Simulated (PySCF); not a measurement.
**Low-lying terms of Tl⁺ (thallium, charge +1)**

Ground state [Xe] 4f14 5d10 6s2, ¹S. All numbers are calculated (PySCF 2.14, scalar relativity through the core potential, in aug-cc-pVDZ-PP with two added diffuse shells each of s, p, d type with ECP60MDF (7s6p5d, 50 functions)). Vertical excitation energies in eV without spin-orbit coupling; excited terms of each kind are numbered among those the solver found. Frozen: 5s2 5p6.

| term | leading excitation | EOM-EE-CCSD | measured centre of gravity (NIST) |
| --- | --- | --- | --- |
| 1 3P° | 6s → p | 6.488 | 7.098 (5d106s6p) |
| 1 1P° | 6s → p | 9.132 | 9.381 (5d106s6p) |
| 1 3S | 6s → s | 12.219 | 13.047 (5d106s7s) |
| 1 1S | 6s → s | 12.562 | 13.390 (5d106s7s) |
| 1 1D | 6s → d | 13.427 | 14.279 (5d106s6d) |
| 1 3D | 6s → d | 13.614 | 14.452 (5d106s6d) |
| 2 3P° | 6s → p | 14.189 | n/a |
| 2 1P° | 6s → p | 14.480 | n/a |
| 2 3S | 6s → s | 15.728 | n/a |
| 2 1S | 6s → s | 15.808 | n/a |
| 2 1D | 6s → d | 15.837 | n/a |
| 2 3D | 6s → d | 16.158 | n/a |

Only the lower part of the computed list is shown. Doubly excited terms such as np² are absent. The solver can miss terms. Rydberg members are limited by the diffuse functions of the basis.
